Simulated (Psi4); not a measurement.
C4H12O3Si, singlet, geometry from GFN2-xTB; Psi4 with MP2/STO-3G.

Here is a job for Psi4.
```
memory 2 GB

molecule mol {
0 1
C    -2.351200   -1.276742   -0.346431
O    -1.499053   -0.171473   -0.464038
Si    0.000320    0.003483    0.136743
C     0.004785    0.052126    2.046433
O     0.609654    1.364572   -0.508094
C     0.076563    2.658524   -0.452345
O     0.886091   -1.229137   -0.442674
C     2.271942   -1.411141   -0.353817
H    -1.836377   -2.192979   -0.637966
H    -2.704837   -1.380188    0.682198
H    -3.202708   -1.109507   -1.006855
H    -0.722912    0.762195    2.430162
H     0.976311    0.343143    2.436863
H    -0.236240   -0.918406    2.471831
H    -0.968744    2.658371   -0.763566
H     0.659356    3.285626   -1.127836
H     0.144734    3.057631    0.562497
H     2.800228   -0.518704   -0.691453
H     2.536044   -2.255737   -0.991076
H     2.564595   -1.628515    0.676203
}

set {
  basis sto-3g
  reference rhf
  freeze_core true
  mp2_type conv
  scf_type pk
  puream true
  d_convergence 1e-8
}

energy('mp2')
print_variables()
```

It wrote (shortened):

```
   => Loading Basis Set <=

    Name: STO-3G
    Role: ORBITAL
    Keyword: BASIS

         ---------------------------------------------------------
                                   SCF
               by Justin Turney, Rob Parrish, Andy Simmonett
                          and Daniel G. A. Smith
                              RHF Reference
         ---------------------------------------------------------

  ==> Geometry <==

    Molecular point group: c1
    Full point group: C1

    Geometry (in Angstrom), charge = 0, multiplicity = 1:

       Center              X                  Y                   Z               Mass
    ------------   -----------------  -----------------  -----------------  -----------------
         C           -2.351131244164    -1.275992000079    -0.316991930991    12.000000000000
         O           -1.498984244164    -0.170723000079    -0.434598930991    15.994914619570
         SI           0.000388755836     0.004232999921     0.166182069009    27.976926534650
         C            0.004853755836     0.052875999921     2.075872069009    12.000000000000
         O            0.609722755836     1.365321999921    -0.478654930991    15.994914619570
         C            0.076631755836     2.659273999921    -0.422905930991    12.000000000000
         O            0.886159755836    -1.228387000079    -0.413234930991    15.994914619570
         C            2.272010755836    -1.410391000079    -0.324377930991    12.000000000000
         H           -1.836308244164    -2.192229000079    -0.608526930991     1.007825032230
         H           -2.704768244164    -1.379438000079     0.711637069009     1.007825032230
         H           -3.202639244164    -1.108757000079    -0.977415930991     1.007825032230
         H           -0.722843244164     0.762944999921     2.459601069009     1.007825032230
         H            0.976379755836     0.343892999921     2.466302069009     1.007825032230
         H           -0.236171244164    -0.917656000079     2.501270069009     1.007825032230
         H           -0.968675244164     2.659120999921    -0.734126930991     1.007825032230
         H            0.659424755836     3.286375999921    -1.098396930991     1.007825032230
         H            0.144802755836     3.058380999921     0.591936069009     1.007825032230
         H            2.800296755836    -0.517954000079    -0.662013930991     1.007825032230
         H            2.536112755836    -2.254987000079    -0.961636930991     1.007825032230
         H            2.564663755836    -1.627765000079     0.705642069009     1.007825032230

  Running in c1 symmetry.

  Rotational constants: A =      0.05290  B =      0.05290  C =      0.03699 [cm^-1]
  Rotational constants: A =   1585.95072  B =   1585.95019  C =   1108.93035 [MHz]
  Nuclear repulsion =  521.604729302110400

  Charge       = 0
  Multiplicity = 1
  Electrons    = 74
  Nalpha       = 37
  Nbeta        = 37

  ==> Algorithm <==

  SCF Algorithm Type is PK.
  DIIS enabled.
  MOM disabled.
  Fractional occupation disabled.
  Guess Type is SAD.
  Energy threshold   = 1.00e-08
  Density threshold  = 1.00e-08
  Integral threshold = 1.00e-12

  ==> Primary Basis <==

  Basis Set: STO-3G
    Blend: STO-3G
    Number of shells: 38
    Number of basis functions: 56
    Number of Cartesian functions: 56
    Spherical Harmonics?: true
    Max angular momentum: 1

  ==> Integral Setup <==

  Using in-core PK algorithm.
   Calculation information:
      Number of atoms:                  20
      Number of AO shells:              38
      Number of primitives:            114
      Number of atomic orbitals:        56
      Number of basis functions:        56

      Integral cutoff                 1.00e-12
      Number of threads:                 1

  Performing in-core PK
  Using 2548812 doubles for integral storage.
  We computed 241902 shell quartets total.
  Whereas there are 274911 unique shell quartets.

  ==> DiskJK: Disk-Based J/K Matrices <==

[...]
  @RHF Final Energy:  -663.82834935668370
    Total Energy =                       -663.8283493566837024
  DIE_IF_NOT_CONVERGED          => (empty)
[...]
  PARENT_SYMMETRY               => (empty)
  PCG_BETA_TYPE                 => (empty)
  PCG_CONVERGENCE               => (empty)
  PCG_MAXITER                   => (empty)
  PCM                           => (empty)
  PE                            => (empty)
  PRINT                         => (empty)
  PRINT_NOONS                   => (empty)
  PROPERTIES                    => (empty)
  PROPERTIES_ORIGIN             => (empty)
  PUREAM                        => TRUE            !
  QC_MODULE                     => (empty)
  RAS1                          => (empty)
  RAS2                          => (empty)
  RAS3                          => (empty)
  RAS4                          => (empty)
  RELATIVISTIC                  => (empty)
  RELAXED                       => (empty)
  REMP_A                        => (empty)
  RESTRICTED_DOCC               => (empty)
  RESTRICTED_UOCC               => (empty)
  RMS_MOGRAD_CONVERGENCE        => (empty)
  R_CONVERGENCE                 => (empty)
  SCF_TYPE                      => PK              !
  SCREENING                     => (empty)
  SCS_TYPE                      => (empty)
  SOCC                          => (empty)
  SOS_TYPE                      => (empty)
  SPIN_SCALE_TYPE               => NONE            !
  SS_SCALE                      => (empty)
  SYMMETRIZE                    => (empty)
  TPDM_ABCD_TYPE                => (empty)
  WFN                           => (empty)
  WFN_TYPE                      => OMP2            !
  WRITER_FILE_LABEL             => (empty)
  ZORA_BASIS_TOLERANCE          => (empty)
  ZORA_NR_DEBUG                 => (empty)
  ZORA_PRUNING_SCHEME           => (empty)
  ZORA_RADIAL_POINTS            => (empty)
  ZORA_SPHERICAL_POINTS         => (empty)

 ==============================================================================
 ==============================================================================
 ==============================================================================

                             MP2
                    Program Written by Ugur Bozkaya,
              Additional Contributions by J. P. Misiewicz

 ==============================================================================
 ==============================================================================
 ==============================================================================

	MO spaces per irreps...

	IRREP   FC    OCC   VIR  FV
	==============================
	   A    12    25    19    0
	==============================

	Cost of iabc is      0 MB
	Cost of abcd is      0 MB
	Switching to the incore algorithm for iabc..
	Switching to the incore algorithm for abcd..

	Computing MP2 energy using SCF MOs (Canonical MP2)...
	==============================================================================
	Nuclear Repulsion Energy (a.u.)    :   521.60472930211040
	SCF Energy (a.u.)                  :  -663.82834935668370
	REF Energy (a.u.)                  :  -663.82834935668370
	Alpha-Alpha Contribution (a.u.)    :    -0.02206841911344
	Alpha-Beta Contribution (a.u.)     :    -0.29205830790559
	Beta-Beta Contribution (a.u.)      :    -0.02206841911344
	Scaled_SS Correlation Energy (a.u.):    -0.01471227940896
	Scaled_OS Correlation Energy (a.u.):    -0.35046996948671
	SCS-MP2 Total Energy (a.u.)        :  -664.19353160557932
	SOS-MP2 Total Energy (a.u.)        :  -664.20802515696096
	SCSN-MP2 Total Energy (a.u.)       :  -663.90603019196305
	SCS-MP2-VDW Total Energy (a.u.)    :  -664.22425240991618
	SOS-PI-MP2 Total Energy (a.u.)     :  -664.23723098775156
	MP2 Correlation Energy (a.u.)      :    -0.33619514613247
	MP2 Total Energy (a.u.)            :  -664.16454450281617
	==============================================================================

  Variable Map:
  ----------------------------------------------------------------------------
[...]
  Array Variable Map:
  ----------------------------------------------------------------------------
[...]
[...]
```
